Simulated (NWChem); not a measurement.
# Correlation energy of H2O2Zn

SMILES: [OH][Zn][OH]
```xyz
5

Zn     0.0000     0.0000     0.0066
O      0.2139     1.7522    -0.0711
H     -0.4050     2.2528     0.4695
O     -0.2139    -1.7522    -0.0711
H      0.4050    -2.2528     0.4695
```
Charge 0, spin multiplicity 1.

Everything below was run with NWChem. All single points use one geometry, from PBE0/def2-SVP, a minimum by its harmonic frequencies. It is one conformer; others weren't searched.

Basis set: def2-SVP. Each correlation energy counts from its own Hartree-Fock reference.

The correlated methods keep 11 core orbitals frozen. The structure started from a generated list of species. No row is a measurement; the coupled-cluster row has its own basis-set and correlation limits.

Question: One of these methods gave a correlation energy of -691.2 mHa. Which?
(A) CCSD
(B) CCSD(T)
(C) CCSD+T(CCSD)
(D) SCS-MP2

Answer: C, CCSD+T(CCSD). The others give -688.5 (CCSD(T)), -673.4 (CCSD), -638.0 (SCS-MP2).
